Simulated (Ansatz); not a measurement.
Energy needed to pull apart CH4OSn (SMILES O=[CH][SnH3]), closed shell, into free ground-state atoms, from the structure below (displaced at random from a GFN2-xTB minimum); no zero-point or spin–orbit terms; open-shell atoms are treated unrestricted, in their ground-state multiplicity.

O1  (-0.211, -1.764, 1.252)
C2  (-0.386, -1.406, 0.207)
Sn3  (0.283, 0.648, -0.098)
H4  (-0.740, -1.875, -0.670)
H5  (-0.429, 1.365, -1.441)
H6  (-0.264, 1.723, 1.052)
H7  (2.049, 0.777, -0.179)
(Å)

Ansatz 0.2.0; basis: def2-TZVPP; cores frozen in the correlated methods. Filled d shells of the heavier atoms are correlated. Core potentials replace the inner electrons of the atoms past krypton. The def2 sets are not built for correlating such inner shells, so the correlated values are less sure here.

```tsv
method	atomization energy (eV)
PBE-D4	22.00
revPBE-D4	21.35
BLYP-D4	21.62
r2SCAN-D4	?
PBE0-D4	21.44
wB97M-V	21.61
HF	?
MP2	21.08
CCSD	20.63
CCSD(T)	21.04
```

Q: What does r2SCAN-D4 give? (An estimate is asked for; the value comes from the calculation.)

A: By the calculation: 21.60 eV, which is about 0.56 eV more than CCSD(T)/def2-TZVPP.

Q: What does HF give? (An estimate is asked for; the value comes from the calculation.)

A: Computed: 14.40 eV, which is about 6.63 eV less than CCSD(T)/def2-TZVPP.

In triple zeta the MP2 and coupled-cluster atomization energies are still short of their basis limit by a few kcal/mol a bond, whereas those of the functionals are nearly converged, so these differences are not deviations from converged CCSD(T).

T1 diagnostic: at most 0.016.

For scale, one of the runs: CCSD(T)/def2-TZVPP forces, 168 basis functions (an equivalent command: `ansatz run in.yaml --threads 4`). Time: 3.1 min of wall clock on 4 CPU threads; the host was shared. Peak host memory: 3 GiB.
